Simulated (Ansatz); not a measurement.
AsH6NOSi, SMILES `N[SiH2][AsH]O`, relaxed with RKS PBE0-D4/def2-TZVP in Ansatz from a PBE-D4/def2-SVP geometry. The force threshold is 0.005 eV/Å; the program also tests the step.

Charge 0, multiplicity 1.

Start:

```xyz
10

N    -0.143    0.750   -1.525
Si   -0.877    0.681    0.062
As    0.760   -0.298    1.546
O     1.057   -1.567    0.209
H     0.390   -0.104   -1.736
H     0.448    1.566   -1.712
H    -2.098   -0.196    0.027
H    -1.257    2.074    0.490
H    -0.284   -1.110    2.359
H     2.004   -1.796    0.280
```

(1) How much energy does the relaxation release, and in how many steps? (Estimate.)

(2) Which bonds change most? (Best estimate.)

(3) Give the relaxed structure. (Estimate.)

Answers

(1) Ansatz gave: 8.77 kJ/mol, in 18 steps.

(2) Ansatz gave: As3–O4 from 1.867 to 1.820 Å; Si2–As3 from 2.417 to 2.381 Å; N1–Si2 from 1.750 to 1.718 Å; N1–H5 from 1.028 to 1.008 Å.

(3) Ansatz gave: 
```xyz
10

N    -0.200    1.013   -1.582
Si   -0.774    0.588   -0.020
As    0.898   -0.277    1.437
O     1.013   -1.839    0.510
H     0.075    0.273   -2.209
H     0.400    1.815   -1.694
H    -1.824   -0.448   -0.189
H    -1.321    1.808    0.634
H    -0.157   -0.727    2.456
H     1.889   -2.204    0.658
```
